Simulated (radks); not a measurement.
Task: These are the eigenvalues of the occupied orbitals of an atom or ion with whole-number occupations (hartree). Calculated with a radial shooting solver on a logarithmic mesh with Libxc functionals: scalar-relativistic Kohn-Sham, PBEsol, spin-polarised, spherical densities, finite nucleus; Fermi nuclear charge, rms radius of each element as measured or else 0.836 A^(1/3) + 0.57 fm.

orbital  eigenvalue
1s        -67.52091
2s         -7.05393
2p         -5.45165

Which element is it, and in what charge state? The configuration may be excited. Open shells, if any, are filled with parallel spins first.

Result: Z = 14, silicon, charge +4: Si4+ in [Ne]. The list shows which subshells hold electrons but not how many an open one holds; the 1s level, -67.521 hartree, gives Z - s = 11.6 by -(Z - s)^2/2, which with screening and relativity narrows Z to a few neighbours, and the depths of the outer levels then fix element, charge and occupations together.
